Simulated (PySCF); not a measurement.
All values below come from PBE-D3(BJ)/def2-TZVP // PBE0-D3(BJ)/def2-TZVP run with PySCF. All species are isolated molecules in the gas phase. One relaxed conformer stands for a flexible species; it need not be the lowest. Excitations are Tamm–Dancoff values on a coarser integration grid. The basis has no diffuse functions, so Rydberg states are missing or too high.

Reference species (SMILES): `C#CCS` (neutral, multiplicity 1).

```yaml
S1 excitation (TDA): 5.07 eV
HOMO–LUMO gap: 4.85 eV
HOMO: -5.80 eV
S1 oscillator strength: 0.005
```

Changed species: `C=C=CS`.

Give the shifts of the S1 excitation (TDA), HOMO–LUMO gap, HOMO and S1 oscillator strength.

the S1 excitation (TDA) drops by 0.91 eV, to 4.16 eV; the HOMO–LUMO gap drops by 0.83 eV, to 4.02 eV; the HOMO rises by 0.47 eV, to -5.33 eV; the S1 oscillator strength hardly moves.
